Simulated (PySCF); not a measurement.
```xyz
5
charge 0 multiplicity 1, angstrom
Hf    0.0000    0.0000    0.0000
H     1.0664    1.0664   -1.0664
H     1.0664   -1.0664    1.0664
H    -1.0664    1.0664    1.0664
H    -1.0664   -1.0664   -1.0664
```

Method: PBE0 in PySCF with Hf def2-TZVP with ECP60, H def2-TZVP; scalar-relativistic core potentials, no spin–orbit coupling; density-fitted integrals.

This geometry of HfH4 is a stationary point at this level.

Problem. What is the point group?

Solution. Td.

Problem. Is it a minimum?

Solution. Yes: all harmonic wavenumbers are real.

Problem. Which band is strongest in the infrared?

Solution. 1711 cm⁻¹ (t2), 1603 km/mol.

Problem. What is the atomisation energy, with and without zero-point energy?

Solution. 1196 kJ/mol without, 1137 kJ/mol with.

Stability towards spin polarisation was not tested. This need not be the most stable arrangement of these atoms. Spin–orbit coupling, left out here, can matter for elements this heavy.
